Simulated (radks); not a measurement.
Species: Ru IX. Configuration: [Kr].

Calculated with a radial shooting solver on a logarithmic mesh with Libxc functionals: scalar-relativistic Kohn-Sham, PBEsol, spin-polarised, spherical densities, finite nucleus; Fermi nuclear charge, rms radius 4.4809 fm.

Energy parts (hartree):
| part | energy |
|---|---|
| total | -4512.20728 |
| kinetic | 4666.48662 |
| electron-nucleus | -10705.93789 |
| Hartree | 1653.80054 |
| exchange-correlation | -126.55655 |

Orbitals (lengths in bohr, moments of r in powers of bohr; <r^-3> diverges for s and p1/2):
orbital  occ.  eigenvalue (hartree)      <r^4>  <r^-3>
1s          2             -810.7151  5.918e-06       -
2s          2             -120.9432   0.001077       -
2p          6             -108.8720  0.0007710    2998
3s          2             -25.36881    0.05276       -
3p          6             -21.40223    0.05715   517.3
3d         10             -15.02871    0.05785   69.97
4s          2              -7.40951      1.581       -
4p          6              -6.21792      2.123   96.23

The highest occupied level is 4p at -169.20 eV. For comparison, the ionisation energy in NIST's Atomic Spectra Database is 178.41 eV (semi-empirical). In exact Kohn-Sham theory the highest level is minus the ionisation energy, but local and semilocal functionals leave it too shallow, through self-interaction and a potential that decays too fast; potentials with the right tail come closer. The electron density at the nucleus is 1.124e+05 e/bohr^3 (large components only). The density falls to 0.001 e/bohr^3 at r = 2.34 bohr. Summed over all electrons, <r^2> = 12.72 bohr^2, which gives a Langevin (diamagnetic) susceptibility term of -10.1 x 10^-6 cm^3/mol.
